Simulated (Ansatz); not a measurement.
Molecule: sum formula InOH (charge 0, singlet). 
Geometry from a B3LYP-D3(BJ)/def2-TZVP (Ansatz, an electronic-structure program) optimisation:
```xyz
3

In    -0.1901    -0.1458    -0.2219
O      0.9785     0.7034     1.2141
H      1.4855     1.5186     1.1611
```

Quantity: vertical triplet-singlet gap (E(triplet) - E(singlet); each state is the SCF solution reached for its spin), in kcal/mol. Valence correlation only, unless marked. Open shells are spin-unrestricted. No spin-orbit coupling. Frozen are the shells of the preceding noble gas and the d and f shells that filled before the atom's block. In def2 rows, elements after Kr have scalar-relativistic effective core potentials. CBS(X,Y): correlation extrapolated as X^-3; Hartree-Fock from the larger set.

```csv
level,program,vertical triplet-singlet gap (kcal/mol)
SVWN5/def2-TZVPD,Ansatz,83.8
SCS-MP2/def2-SVPD,Ansatz,72.6
"CCSD(T)/CBS(def2-TZVPPD,def2-QZVPPD)",Ansatz,___
```

**Question.** Fill in the missing entries.

**Answer.** 
- CCSD(T)/CBS(def2-TZVPPD,def2-QZVPPD), vertical triplet-singlet gap (kcal/mol): 73.5
